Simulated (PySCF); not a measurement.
Species: 4,4'-bipyridine, C10H8N2.
Bonds: C1–C2 (aromatic), C2–C3 (aromatic), C3–C4, C4–C5 (aromatic), C5–C6 (aromatic), C6–N7 (aromatic), N7–C8 (aromatic), C8–C9 (aromatic), C3–C10 (aromatic), C10–C11 (aromatic), C11–N12 (aromatic), C1–N12 (aromatic), C4–C9 (aromatic). Hydrogens: H13 on C1; H14 on C2; H15 on C5; H16 on C6; H17 on C8; H18 on C9; H19 on C10; H20 on C11.

The same species was optimised twice, with GFN2-xTB and with PBE0-D3(BJ)/def2-SVP (PySCF), and the same property calculations (PySCF, gas phase) were run on both structures.

```json
{"coordinate": "C3–C4 (Å)", "GFN2-xTB": "1.470", "PBE0-D3(BJ)/def2-SVP": "1.478", "change": "+0.008"}
{"coordinate": "C1–N12 (Å)", "GFN2-xTB": "1.322", "PBE0-D3(BJ)/def2-SVP": "1.330", "change": "+0.008"}
{"coordinate": "C6–N7 (Å)", "GFN2-xTB": "1.322", "PBE0-D3(BJ)/def2-SVP": "1.330", "change": "+0.008"}
{"coordinate": "C11–N12 (Å)", "GFN2-xTB": "1.322", "PBE0-D3(BJ)/def2-SVP": "1.330", "change": "+0.008"}
{"coordinate": "C10–C11 (Å)", "GFN2-xTB": "1.385", "PBE0-D3(BJ)/def2-SVP": "1.393", "change": "+0.008"}
{"coordinate": "C5–C6 (Å)", "GFN2-xTB": "1.385", "PBE0-D3(BJ)/def2-SVP": "1.393", "change": "+0.008"}
{"coordinate": "C8–C9 (Å)", "GFN2-xTB": "1.385", "PBE0-D3(BJ)/def2-SVP": "1.393", "change": "+0.008"}
{"coordinate": "N7–C8 (Å)", "GFN2-xTB": "1.322", "PBE0-D3(BJ)/def2-SVP": "1.330", "change": "+0.008"}
{"coordinate": "C1–C2 (Å)", "GFN2-xTB": "1.385", "PBE0-D3(BJ)/def2-SVP": "1.393", "change": "+0.008"}
{"coordinate": "C2–C3 (Å)", "GFN2-xTB": "1.394", "PBE0-D3(BJ)/def2-SVP": "1.400", "change": "+0.006"}
{"coordinate": "C4–C5 (Å)", "GFN2-xTB": "1.394", "PBE0-D3(BJ)/def2-SVP": "1.400", "change": "+0.006"}
{"coordinate": "C3–C10 (Å)", "GFN2-xTB": "1.394", "PBE0-D3(BJ)/def2-SVP": "1.400", "change": "+0.006"}
{"coordinate": "C4–C9 (Å)", "GFN2-xTB": "1.394", "PBE0-D3(BJ)/def2-SVP": "1.400", "change": "+0.006"}
{"coordinate": "C5–C4–C9 (°)", "GFN2-xTB": "117.6", "PBE0-D3(BJ)/def2-SVP": "117.0", "change": "-0.6"}
{"coordinate": "C2–C3–C10 (°)", "GFN2-xTB": "117.6", "PBE0-D3(BJ)/def2-SVP": "116.9", "change": "-0.7"}
{"coordinate": "C6–N7–C8 (°)", "GFN2-xTB": "117.9", "PBE0-D3(BJ)/def2-SVP": "117.3", "change": "-0.6"}
{"coordinate": "C1–N12–C11 (°)", "GFN2-xTB": "117.8", "PBE0-D3(BJ)/def2-SVP": "117.3", "change": "-0.5"}
{"coordinate": "C4–C9–C8 (°)", "GFN2-xTB": "118.7", "PBE0-D3(BJ)/def2-SVP": "119.2", "change": "+0.5"}
{"coordinate": "C1–C2–C3 (°)", "GFN2-xTB": "118.7", "PBE0-D3(BJ)/def2-SVP": "119.2", "change": "+0.5"}
{"coordinate": "C3–C10–C11 (°)", "GFN2-xTB": "118.7", "PBE0-D3(BJ)/def2-SVP": "119.2", "change": "+0.5"}
{"coordinate": "C4–C5–C6 (°)", "GFN2-xTB": "118.7", "PBE0-D3(BJ)/def2-SVP": "119.1", "change": "+0.4"}
{"coordinate": "C2–C3–C4–C5 (°)", "GFN2-xTB": "-41", "PBE0-D3(BJ)/def2-SVP": "-35", "change": "+6"}
```

Rotational constants: A = 3062, B = 548.6, C = 483.5 MHz (GFN2-xTB) against A = 3039, B = 542.7, C = 473.6 MHz (PBE0-D3(BJ)/def2-SVP). Point groups within 0.08 Å: D2 and D2. Atoms that the bonding makes alike are paired by their places after alignment.

On the GFN2-xTB structure: HOMO (eV) -7.57 [PBE0/pcSseg-1]; LUMO (eV) -1.76 [PBE0/pcSseg-1]; GIAO shielding of C1/C6/C8/C11 (mean) (ppm) 30.2 [PBE0/pcSseg-1]; GIAO shielding of C2/C5/C9/C10 (mean) (ppm) 59.8 [PBE0/pcSseg-1]; GIAO shielding of C3/C4 (mean) (ppm) 32.8 [PBE0/pcSseg-1]; GIAO shielding of N7/N12 (mean) (ppm) -92.7 [PBE0/pcSseg-1].

What do these properties become on the PBE0-D3(BJ)/def2-SVP structure?

```csv
property,level,on GFN2-xTB,on PBE0-D3(BJ)/def2-SVP,change
HOMO (eV),PBE0/pcSseg-1,-7.57,-7.63,-0.06
LUMO (eV),PBE0/pcSseg-1,-1.76,-1.89,-0.13
"energy, GFN2-xTB geometry as zero (kcal/mol)",PBE0/pcSseg-1,0.0,-0.4,-0.4
GIAO shielding of C1/C6/C8/C11 (mean) (ppm),PBE0/pcSseg-1,30.2,27.6,-2.6
GIAO shielding of C2/C5/C9/C10 (mean) (ppm),PBE0/pcSseg-1,59.8,58.1,-1.7
GIAO shielding of C3/C4 (mean) (ppm),PBE0/pcSseg-1,32.8,32.9,+0.1
GIAO shielding of N7/N12 (mean) (ppm),PBE0/pcSseg-1,-92.7,-97.9,-5.2
```

The heavy atoms differ by 0.055 Å rms after alignment. Among bonds between heavy atoms 9 bonds (C1–C2, C1–N12, C3–C4, C5–C6, C6–N7, N7–C8 and others) change most and about equally (+0.008 Å). Changes are differences of the printed values. Neither structure is proved a minimum here.

Shape of the structure used: `[cH:1]1[cH:2][c:3](-[c:4]2[cH:5][cH:6][n:7][cH:8][cH:9]2)[cH:10][cH:11][n:12]1`: C2–C3–C4–C5 -35°.
